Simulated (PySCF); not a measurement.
Compound: C₇H₁₂O.
Bonds: O1–C2 (double), C2–C3, C3–C4, C4–C5, C5–C6, C6–C7, C7–C8, C3–C8. Hydrogens: H9 on C2; H10 on C3; H11, H12 on C4; H13, H14 on C5; H15, H16 on C6; H17, H18 on C7; H19, H20 on C8.

The same species was optimised twice, with GFN2-xTB and with PBE0-D3(BJ)/def2-SVP (PySCF), and the same property calculations (PySCF, gas phase) were run on both structures.

| coordinate | GFN2-xTB | PBE0-D3(BJ)/def2-SVP | change |
| --- | --- | --- | --- |
| C2–C3 (Å) | 1.506 | 1.511 | +0.005 |
| O1=C2 (Å) | 1.198 | 1.202 | +0.004 |
| C3–C4 (Å) | 1.530 | 1.527 | -0.003 |
| C3–C8 (Å) | 1.532 | 1.533 | +0.001 |
| C7–C8 (Å) | 1.526 | 1.526 | 0.000 |
| C6–C7 (Å) | 1.525 | 1.525 | 0.000 |
| C5–C6 (Å) | 1.525 | 1.525 | 0.000 |
| C4–C5 (Å) | 1.526 | 1.526 | 0.000 |
| C3–C8–C7 (°) | 110.4 | 111.6 | +1.2 |
| C4–C3–C8 (°) | 111.2 | 112.3 | +1.1 |
| C6–C7–C8 (°) | 110.3 | 111.3 | +1.0 |
| C3–C4–C5 (°) | 111.0 | 112.0 | +1.0 |
| C5–C6–C7 (°) | 110.3 | 111.3 | +1.0 |
| C4–C5–C6 (°) | 110.9 | 111.8 | +0.9 |
| O1–C2–C3 (°) | 126.4 | 125.6 | -0.8 |
| C2–C3–C4 (°) | 112.3 | 112.7 | +0.4 |
| O1–C2–C3–C4 (°) | -16 | -10 | +6 |

Rotational constants: A = 3018, B = 1813, C = 1532 MHz (GFN2-xTB) against A = 3009, B = 1785, C = 1500 MHz (PBE0-D3(BJ)/def2-SVP). Point groups within 0.08 Å: C1 and C1.

On the GFN2-xTB structure: HOMO (eV) -7.31 [PBE0/pcSseg-1]; LUMO (eV) -0.65 [PBE0/pcSseg-1]; dipole (D) 2.65 [PBE0/pcSseg-1]; GIAO shielding of O1 (ppm) -361.4 [PBE0/pcSseg-1]; GIAO shielding of C2 (ppm) -24.2 [PBE0/pcSseg-1]; GIAO shielding of C3 (ppm) 135.7 [PBE0/pcSseg-1]; GIAO shielding of C4/C8 (mean) (ppm) 158.0 [PBE0/pcSseg-1]; GIAO shielding of C5/C7 (mean) (ppm) 160.1 [PBE0/pcSseg-1]; GIAO shielding of C6 (ppm) 156.5 [PBE0/pcSseg-1].

Task: What do these properties become on the PBE0-D3(BJ)/def2-SVP structure?

Result: 
| property | level | on GFN2-xTB | on PBE0-D3(BJ)/def2-SVP | change |
| --- | --- | --- | --- | --- |
| HOMO (eV) | PBE0/pcSseg-1 | -7.31 | -7.29 | +0.02 |
| LUMO (eV) | PBE0/pcSseg-1 | -0.65 | -0.63 | +0.02 |
| dipole (D) | PBE0/pcSseg-1 | 2.65 | 2.64 | -0.01 |
| energy, GFN2-xTB geometry as zero (kcal/mol) | PBE0/pcSseg-1 | 0.0 | -0.9 | -0.9 |
| GIAO shielding of O1 (ppm) | PBE0/pcSseg-1 | -361.4 | -361.9 | -0.5 |
| GIAO shielding of C2 (ppm) | PBE0/pcSseg-1 | -24.2 | -24.6 | -0.4 |
| GIAO shielding of C3 (ppm) | PBE0/pcSseg-1 | 135.7 | 134.2 | -1.5 |
| GIAO shielding of C4/C8 (mean) (ppm) | PBE0/pcSseg-1 | 158.0 | 157.9 | -0.1 |
| GIAO shielding of C5/C7 (mean) (ppm) | PBE0/pcSseg-1 | 160.1 | 159.4 | -0.7 |
| GIAO shielding of C6 (ppm) | PBE0/pcSseg-1 | 156.5 | 156.2 | -0.3 |

The heavy atoms differ by 0.031 Å rms after alignment. Among bonds between heavy atoms O1=C2 and C2–C3 change most and about equally (+0.004 to +0.005 Å). Changes are differences of the printed values. Neither structure is proved a minimum here.
